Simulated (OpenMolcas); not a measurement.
**Ag: effect of the basis set**

```json
{"Program": "OpenMolcas 26.06", "Method": "CASSCF", "Active space": "11 electrons in 6 orbitals (4d 5s)", "State averaging": "2S+1 = 2 even, 6 roots", "Spin-orbit coupling": "RASSI with atomic mean-field integrals over the reference wave functions, term energies averaged over their components"}
```

A. ANO-R1 [6s4p3d1f], X2C, finite nucleus; cost of the order of 2.8 core-seconds
B. ANO-RCC-VDZP [6s5p3d1f], DKH2, point nucleus; cost of the order of 5 core-seconds
C. ANO-R2 [7s5p4d2f1g], X2C, finite nucleus; cost of the order of 5 core-seconds
D. ANO-RCC-VTZP [7s6p4d2f1g], DKH2, point nucleus; cost roughly 4 core-seconds
E. ANO-R3 [8s6p5d3f2g1h], X2C, finite nucleus; cost roughly 8 core-seconds
F. ANO-RCC-VQZP [8s7p5d3f2g1h], DKH2, point nucleus; cost of the order of 12 core-seconds

Energies in cm-1 above 4d10 5s 2S 1/2, the measured ground level; measured values from NIST Handbook of Basic Atomic Spectroscopic Data.

```csv
Level,A,B,C,D,E,F,Measured
4d10 5s 2S 1/2,0.0,0.0,0.0,0.0,0.0,0.0,0.0
4d9 5s2 2D 5/2,22019,23062,20673,20895,20531,20631,30242
4d9 5s2 2D 3/2,26338,27404,24947,25160,24819,24926,34714
```

Deviations, from unrounded energies. A percentage is the sum of absolute deviations over the sum of measured energies, with the sign that they share, or ± where signs differ.

```tsv
Against measurement	Levels	A	B	C	D	E	F
mean absolute deviation (cm-1)	2	8300	7200	9700	9500	9800	9700
other configurations (%)	2	-25.6	-22.3	-29.8	-29.1	-30.2	-29.9
```

B lies closest to measurement on these levels and E furthest from it. The largest miss of B in the table is 4d9 5s2 2D 3/2, by -7300 cm-1. The ranking rests on the paired levels alone, and a cruder setting can come out closer through cancelling errors.

Among A to F the level of the table that moves most is 4d9 5s2 2D 3/2, by 2600 cm-1 (lowest in E, highest in B).

Without dynamic correlation excited terms often stand tens of per cent too high (terms of higher spin than the ground term too low), and those without a measured partner can miss by more than the paired ones. A single d shell beside an s shell can misplace configurations of different d count against each other. Measured partners are found by configuration, term and J. A level has none where our copy of the source lacks it or the pairing is in doubt (some pairs that miss far off the trend of their configuration count as doubtful), and it then counts in no deviation. Only configurations of the active space appear.
